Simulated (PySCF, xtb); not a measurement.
BiFCl2, SMILES [F][Bi]([Cl])[Cl].

Harmonic wavenumbers (cm⁻¹) from GFN2-xTB run with xtb at its own minimum, in rising order: 90, 115, 125, 286, 306, 397.

### Question
What does PBE-D3(BJ)/def2-SVP (PySCF 2.14.0) give at its own minimum? (An estimate is asked for; the answer gives what the named calculation found.)

### Answer
95, 132, 136, 326, 335, 562. Paired by order, the mean absolute difference is 44 cm⁻¹ and the zero-point energies are 1.9 and 2.3 kcal/mol.
